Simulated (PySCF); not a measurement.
Correlation energy of Cr¹²⁺ (chromium, charge +12)

[Ne] 3s2, closed-shell 1S. All numbers are calculated (PySCF 2.14, the spin-free X2C one-electron Hamiltonian (Gaussian nucleus), in an uncontracted even-tempered set (18 s from 0.81 bohr⁻², ratio 2.5; 11 p from 1.1 bohr⁻², ratio 2.5; 5 d from 4.4 bohr⁻², ratio 2.7; 4 f from 6.6 bohr⁻², ratio 2.7)). Frozen: 1s2; 10 electrons correlated; the 19 highest virtual orbitals of each spin left out.

```json
{"level": "CCSD", "correlation energy (mhartree)": "-409.45"}
{"level": "(T)", "correlation energy (mhartree)": "-2.27"}
{"level": "CCSD(T)", "correlation energy (mhartree)": "-411.72"}
```

Diagnostics: T1 = 0.0012, D1 = 0.0038, largest double amplitude 0.091.

Cost of the coupled-cluster step: about 5 core-seconds, for 10 correlated electrons.
